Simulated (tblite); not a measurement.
Problem. Write Cartesian coordinates for `CC[C@H]1OC(=O)OC[SiH2]1` as optimised with GFN2-xTB.

Solution. 
```xyz
19
C5H10O3Si angstrom
C     -2.5070    0.5302    0.3134
C     -1.3418   -0.4521    0.3165
C     -0.2996   -0.1109   -0.7532
O      0.2151    1.2225   -0.5368
C      0.8811    1.4963    0.5943
O      0.6799    2.5070    1.1981
O      1.8029    0.6270    1.0295
C      2.4524   -0.2578    0.1092
Si     1.1741   -1.3358   -0.8163
H     -3.0328    0.4934   -0.6384
H     -2.1439    1.5432    0.4690
H     -3.2076    0.2874    1.1083
H     -1.7017   -1.4659    0.1269
H     -0.8612   -0.4416    1.2985
H     -0.8029   -0.0118   -1.7195
H      3.1423   -0.8293    0.7294
H      3.0509    0.3433   -0.5835
H      1.6330   -1.5825   -2.1817
H      0.8571   -2.5533   -0.0711
```

Any rigid rotation of these coordinates is as good. Atoms count from 1 in this order. The C–O distances run from 1.194 Å (C5=O6, drawn double) to 1.446 Å (C3–O4, drawn single), a spread of 0.252 Å. Si9 (SiH2 silicon) is distorted tetrahedral (angles from 97.9° to 113.8°). Of the pairs four or more bonds apart, C5···H14 is among the closest relative to their van der Waals radii: 2.70 Å, 93 % of the sum of Bondi's values. The 6-membered ring C3–O4–C5–O7–C8–Si9 has internal angles of 97.9° to 120.3° (sum 676°, against 720° for a flat polygon); it is puckered, 0.27 Å rms from its mean plane, widest ring torsion 62°.

Bonds between heavy atoms (Å): C1–C2 1.524, C2–C3 1.532, C3–O4 1.446, O4–C5 1.341, C5=O6 1.194, C5–O7 1.340, O7–C8 1.432, C8–Si9 1.911, C3–Si9 1.917.

The geometry is computed with GFN2-xTB (gas phase).

Point group: C1 (no symmetry element, even within 0.4 Å). Its lowest GFN2-xTB frequency is 8i cm⁻¹, too small to tell a flat minimum from a shallow saddle. The numbers are those of one conformer (C1–C2–C3–O4 59°, C2–C3–O4–C5 63°, C3–O4–C5–O6 -137°, O4–C5–O7–C8 25°, C5–O7–C8–Si9 -58°).
